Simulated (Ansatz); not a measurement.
Ansatz (a first-principles code) input (HF/3-21G): The .json file is the Basis Set Exchange's 3-21G.

Ansatz 0.2 input:
```yaml
crystal:
  periodic: [false, false, false]
  atoms:
    - {symbol: B, position_ang: [0.34044724, -0.59912451, -0.15295254]}
    - {symbol: F, position_ang: [0.22855436, 0.08347308, 1.08662745]}
    - {symbol: F, position_ang: [-0.41769171, 0.24937387, -1.00165382]}
basis:
  gaussian:
    orbitals: 3-21G.json
hamiltonian:
  xc: {name: HF}
total_charge: -1
phonons: {temperatures: {t_min: 298.15, t_max: 298.15, t_step: 100}}
```

Output:

```
Functional definition: HF
integrals: 0.00 GiB planned
330 factors; integrals over basis functions are off by at most 8.4e-5 eV
mean field: 0.05 GiB planned
mean field evaluation 1: about -6050.8699 eV, gradient 1.3e1 eV
mean field evaluation 2: about -6050.8727 eV, gradient 1.3e1 eV
mean field evaluation 4: about -6051.3122 eV, gradient 1.6e0 eV
mean field evaluation 8: about -6051.3199 eV, gradient 4.0e-3 eV
mean field -6051.31989242 eV, -222.3819043145 hartree, gradient 1.4e-5 eV, S^2 0.000000; 0 other end points of the search recorded, 0 dependent functions left out
the calculation of the forces begins
reference -6051.31989242 eV, -222.3819043145 hartree; 12, 12 occupied and 15, 15 virtual orbitals, 330 factors
these checks for a lower state are left out or cut short: stability, starts, cluster_reference, orbital_swaps, neighbouring_geometries, increment
integrals: 0.00 GiB planned
330 factors; integrals over basis functions are off by at most 8.5e-5 eV
mean field: 0.05 GiB planned
mean field evaluation 16: about -6051.3198 eV, gradient 2.0e-5 eV
mean field -6051.31982158 eV, -222.3819017113 hartree, gradient 9.8e-7 eV, S^2 0.000000; 0 other end points of the search recorded, 0 dependent functions left out
the calculation of the forces begins
reference -6051.31982158 eV, -222.3819017113 hartree; 12, 12 occupied and 15, 15 virtual orbitals, 330 factors
these checks for a lower state are left out or cut short: stability, starts, cluster_reference, orbital_swaps, neighbouring_geometries, increment
integrals: 0.00 GiB planned
330 factors; integrals over basis functions are off by at most 8.4e-5 eV
mean field: 0.05 GiB planned
mean field -6051.31982318 eV, -222.3819017698 hartree, gradient 1.1e-6 eV, S^2 0.000000; 0 other end points of the search recorded, 0 dependent functions left out
the calculation of the forces begins
reference -6051.31982318 eV, -222.3819017698 hartree; 12, 12 occupied and 15, 15 virtual orbitals, 330 factors
these checks for a lower state are left out or cut short: stability, starts, cluster_reference, orbital_swaps, neighbouring_geometries, increment
integrals: 0.00 GiB planned
330 factors; integrals over basis functions are off by at most 8.4e-5 eV
mean field: 0.05 GiB planned
mean field evaluation 32: about -6051.3199 eV, gradient 2.0e-5 eV
mean field -6051.31986388 eV, -222.3819032656 hartree, gradient 9.6e-7 eV, S^2 0.000000; 0 other end points of the search recorded, 0 dependent functions left out
the calculation of the forces begins
reference -6051.31986388 eV, -222.3819032656 hartree; 12, 12 occupied and 15, 15 virtual orbitals, 330 factors
these checks for a lower state are left out or cut short: stability, starts, cluster_reference, orbital_swaps, neighbouring_geometries, increment
integrals: 0.00 GiB planned
330 factors; integrals over basis functions are off by at most 8.4e-5 eV
mean field: 0.05 GiB planned
mean field -6051.31986112 eV, -222.3819031642 hartree, gradient 9.6e-7 eV, S^2 0.000000; 0 other end points of the search recorded, 0 dependent functions left out
the calculation of the forces begins
reference -6051.31986112 eV, -222.3819031642 hartree; 12, 12 occupied and 15, 15 virtual orbitals, 330 factors
these checks for a lower state are left out or cut short: stability, starts, cluster_reference, orbital_swaps, neighbouring_geometries, increment
integrals: 0.00 GiB planned
330 factors; integrals over basis functions are off by at most 8.5e-5 eV
mean field: 0.05 GiB planned
mean field -6051.31984954 eV, -222.3819027386 hartree, gradient 9.5e-7 eV, S^2 0.000000; 0 other end points of the search recorded, 0 dependent functions left out
the calculation of the forces begins
reference -6051.31984954 eV, -222.3819027386 hartree; 12, 12 occupied and 15, 15 virtual orbitals, 330 factors
these checks for a lower state are left out or cut short: stability, starts, cluster_reference, orbital_swaps, neighbouring_geometries, increment
integrals: 0.00 GiB planned
330 factors; integrals over basis functions are off by at most 8.4e-5 eV
mean field: 0.05 GiB planned
mean field -6051.31984632 eV, -222.3819026202 hartree, gradient 1.2e-6 eV, S^2 0.000000; 0 other end points of the search recorded, 0 dependent functions left out
the calculation of the forces begins
reference -6051.31984632 eV, -222.3819026202 hartree; 12, 12 occupied and 15, 15 virtual orbitals, 330 factors
Total energy: -6051.31989242 eV, -222.3819043145 hartree
Atom 0 at     0.340447    -0.599125    -0.152953 Å, force    -0.000339     0.000596     0.000152 eV/Å
Atom 1 at     0.228554     0.083473     1.086627 Å, force     0.000454    -0.000371     0.000842 eV/Å
Atom 2 at    -0.417692     0.249374    -1.001654 Å, force    -0.000115    -0.000225    -0.000994 eV/Å
Dipole moment:    -0.302757     0.532796     0.136019 e Å
Vibrations: 566.17 1074.92 1142.22 cm⁻¹, zero-point energy 0.172543 eV
```

The blocks after the first are displaced geometries, from whose forces the wavenumbers follow.

The dipole moment of an ion depends on the origin.
